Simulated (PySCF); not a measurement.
Compound: C8H8Te.
Cartesian coordinates in Å at the PBE0-D3(BJ)/def2-SVP level; atoms count from 1:
```
atom  x, y, z in Å
C1     2.4082   -0.7790   -0.7956
C2     2.7333   -1.2906    0.3912
Te3    1.5339   -1.3001    2.1273
C4    -0.1008   -0.2856    1.2248
C5    -0.1577    1.1118    1.2425
C6    -1.2213    1.7739    0.6295
C7    -2.2300    1.0460   -0.0004
C8    -2.1759   -0.3470   -0.0179
C9    -1.1143   -1.0138    0.5936
H10    3.1131   -0.8307   -1.6315
H11    1.4446   -0.2954   -0.9826
H12    3.7047   -1.7708    0.5548
H13    0.6333    1.6831    1.7335
H14   -1.2605    2.8659    0.6450
H15   -3.0623    1.5670   -0.4799
H16   -2.9643   -0.9211   -0.5109
H17   -1.0710   -2.1050    0.5765
```

Method: PBE0-D3(BJ)/def2-SVP geometry optimisation, gas phase, def2 core potentials past Kr (PySCF).

Take the most abundant isotopes and a rigid rotor. The values belong to one conformer with, in the numbering `[CH2:1]=[CH:2][Te:3][c:4]1[cH:5][cH:6][cH:7][cH:8][cH:9]1`, C1–C2–Te3–C4 0°, C2–Te3–C4–C5 -89°.

Task: Give the principal moments of inertia and the rotational constants in MHz.

Result: Ia = 252.01, Ib = 821.90, Ic = 896.27 u·Å²; 505379 MHz·u·Å²/I gives A = 2005, B = 614.9, C = 563.9 MHz.

Task: Classify the top.

Result: A near-prolate asymmetric top; Ray's κ = -0.929.

Task: What does the inertial defect say?

Result: Not planar: Δ = Ic − Ia − Ib = -177.64 u·Å². For a rigid frame Δ = −2 Σ m c², so Σ m c² = 88.82 u·Å² lies off the ab plane: 18.73 from hydrogen and 70.09 from heavier atoms. The atom farthest from that plane is 2.16 Å away.

Task: Give the other two planar moments, Paa and Pbb, and the rms extents of the mass along the axes.

Result: Paa = Σ m a² = (Ib + Ic − Ia)/2 = 733.08 and Pbb = Σ m b² = (Ia + Ic − Ib)/2 = 163.19 u·Å². With the mass M = 233.97 u, the rms extents √(P/M) along a, b and c are 1.77, 0.84, 0.62 Å.

Task: Which lines would a microwave search look for?

Result: The dipole components are |μa| = 1.18 D, |μb| = 0.44 D, |μc| = 0.00 D; the mirror of this Cs structure is the ab plane, so μc vanishes by symmetry and there are no c-type lines. The squared components, which scale the intensities, stand as 1.00 : 0.14 (a : b). Some lines, for components of 0.1 D or more:

```
type  branch         J(Ka,Kc)   MHz  lower level (cm⁻¹)
   b       R  2(0,2) ← 1(1,1)   966               0.086
   a       R  1(0,1) ← 0(0,0)  1179               0.000
   b       Q  1(1,0) ← 1(0,1)  1442               0.039
   b       Q  2(1,1) ← 2(0,2)  1494               0.118
   a       R  2(1,2) ← 1(1,1)  2307               0.086
   a       R  2(0,2) ← 1(0,1)  2356               0.039
   a       R  2(1,1) ← 1(1,0)  2409               0.087
   b       R  1(1,1) ← 0(0,0)  2569               0.000
   b       R  2(1,2) ← 1(0,1)  3697               0.039
   b       Q  2(2,0) ← 2(1,1)  4173               0.168
   b       Q  2(2,1) ← 2(1,2)  4325               0.163
   b       R  2(2,1) ← 1(1,0)  6580               0.087
   b       R  2(2,0) ← 1(1,1)  6632               0.086
```

Task: Estimate the classical rotational partition function at 10 K, 25 K and 200 K.

Result: Point group Cs, symmetry number σ = 1; q = (√π/σ)·√((kT/h)³/(ABC)), k/h = 20836.6 MHz/K: 6390 at 10 K, 25300 at 25 K, 572000 at 200 K.

Stationary, but not proved a minimum. These are rigid-rotor constants of the computed structure; measured ground-state constants (B0) also hold zero-point vibration.

The run took 6.6 min wall on Intel Xeon Platinum 8259CL at 2.50 GHz, one thread, shared host, and the process peaked at 0.78 GiB of memory. These figures are those of the optimisation.
